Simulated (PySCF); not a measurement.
## Ionisation energy of Cl⁺ by level of theory

Cl⁺ [Ne] 3s2 3p4 [3p1/2^2 3p3/2^2, M_J = 2] → Cl²⁺ [Ne] 3s2 3p3 [3p1/2^2 3p3/2^1, M_J = 3/2], as a difference of total energies. All numbers are calculated (PySCF 2.14, the two-component X2C-1e Hamiltonian, in x2c-QZVPPall-2c (9s7p4d2f1g, 73 functions)). Correlated levels: [Ne] frozen; the 4 highest virtual spinors dropped. "Screened" scales the spin-orbit matrix elements by Boettger's factors to mimic the two-electron term; Breit and QED terms are absent.

Question: Order these methods by the ionisation energy they give, lowest first.
A. GHF (spin-free)
B. GMP2 (spin-free)
C. GHF (screened spin-orbit)
D. GMP2 (screened spin-orbit)

Answer: A (22.417 eV), C (22.462 eV), B (23.485 eV), D (23.529 eV).

Errors of the correlated levels include the incompleteness of this basis and the frozen core.

The labels give the starting determinants; with spin-orbit coupling the two ends relaxed to ⟨J²⟩ = 6.02, ⟨L²⟩ = 2.02, ⟨S²⟩ = 2.00 and ⟨J²⟩ = 3.75, ⟨L²⟩ = 0.00, ⟨S²⟩ = 3.75.

For comparison: 23.814 eV (measured; NIST Atomic Spectra Database, ionization energies).
